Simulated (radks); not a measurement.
Values are calculated unless marked as measured or tabulated.
All-electron atom: the caesium ion Cs9+ in [Kr] 4d10. Level of theory: Dirac Kohn-Sham, PBE, spin-unpolarised, spherical densities, finite nucleus; Fermi nuclear charge, rms radius 4.8041 fm (a radial shooting solver on a logarithmic mesh with Libxc functionals).

Spin-orbit splittings of the eigenvalues, e(l+1/2) - e(l-1/2), with zeta = 2 splitting/(2l+1) and mean radii in bohr:

| shell | occ. | splitting (eV) | zeta (eV) | <r> j=l-1/2 | <r> j=l+1/2 |
|---|---|---|---|---|---|
| 2p | 6 | 352.4 | 234.9 | 0.09402 | 0.09991 |
| 3p | 6 | 67.59 | 45.06 | 0.2885 | 0.3003 |
| 3d | 10 | 14.36 | 5.743 | 0.2711 | 0.2748 |
| 4p | 6 | 14.02 | 9.348 | 0.7144 | 0.7404 |
| 4d | 10 | 2.407 | 0.9628 | 0.8068 | 0.8156 |
